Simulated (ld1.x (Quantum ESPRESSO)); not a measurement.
# Before and after: RRKJ potential for lutetium

| Item | Value |
| --- | --- |
| Element | lutetium |
| Generator | ld1.x (Quantum ESPRESSO) 7.5 |
| Type | norm-conserving RRKJ (Kleinman–Bylander form) |
| Functional | PBEsol |
| Relativity | scalar-relativistic |
| Frozen core | [Xe] 4f14 |
| Valence charge | 3 |
| Reference configuration | 5d1 6s1 6p0 (charge +1) |
| Partial waves | 6p (bound, empty): rc 3.25 bohr; 5d (bound): rc 2.90 bohr; 6s (bound): rc 2.40 bohr |
| Local potential | the s channel |
| Core correction | none |
| rho0 | 0.001 |

Change: wave 6s (bound): rc 2.40 bohr becomes 6s (bound): rc 1.96 bohr.

Cutoffs: the cutoffs (Ry, on a coarse ladder) from which the occupation-weighted sum of valence levels, in a spherical-Bessel basis at the reference potential, stays within 10 and 1 mRy of its value at 400 Ry; they do not see the model core or the augmentation charge, which bear on the density cutoff. Errors are all-electron minus pseudo energies relative to the spin-unpolarised reference configuration.

**Question.** Predict the effect on cutoff, ghosts and configuration errors.

**Answer.** The potential gets harder (15 Ry and 21 Ry → 21 Ry and 60 Ry); a bound ghost appears in s, which as a rule spoils a file; of the 7 tests that both files solve, the error grows in 7 and shrinks in 0 by more than 15 % and 0.3 meV (median size 7.1 → 73.3 meV); the range in which the s phases agree narrows (upper end 0.7 → -0.5); the range in which the p phases agree widens (upper end 1.4 → 2.6). A smaller radius makes the pseudo-wave follow the all-electron one further in, where it bends more sharply, so more plane waves are needed. That the errors move this way runs against the usual rule that smaller radii transfer better.

| quantity | base | changed |
| --- | --- | --- |
| cutoff, loose | 15 Ry | 21 Ry |
| cutoff, tight | 21 Ry | 60 Ry |
| loose cutoff by channel (10 mRy a level) | d 15 Ry, s 8 Ry | d 15 Ry, s 21 Ry |
| bound ghosts | none | s (extra level of the local part) |
| error for 5d1 6s2 6p0, meV [ΔE -7.39 eV] | -5.9 | +10 |
| error for 5d1 6s0 6p0, meV [ΔE 13.22 eV] | +67 | +147 |
| error for 5d1 6s1.5 6p0, meV [ΔE -4.39 eV] | -0.6 | +4.4 |
| error for 5d2 6s0 6p0, meV [ΔE 2.50 eV] | +96 | +246 |
| error for 5d2 6s1 6p0, meV [ΔE -4.38 eV] | +21 | +101 |
| error for 5d1 6s0 6p2, meV [ΔE -0.32 eV] | -2.7 | +56 |
| error for 5d1 6s0 6p1, meV [ΔE 4.27 eV] | +7.1 | +73 |
| s: phases at 3.56 bohr within 0.05 rad from the reference energy up to (Ry; the scan ends near 5) | 0.7 | -0.5 |
| p: phases at 3.56 bohr within 0.05 rad from the reference energy up to (Ry; the scan ends near 5) | 1.4 | 2.6 |
| d: phases at 3.56 bohr within 0.05 rad from the reference energy up to (Ry; the scan ends near 5) | 0.5 | 0.6 |

 A true bound ghost makes a file unfit for plane-wave use even where its test errors are small: the radial tests pick states by their node count and pass the ghost by.
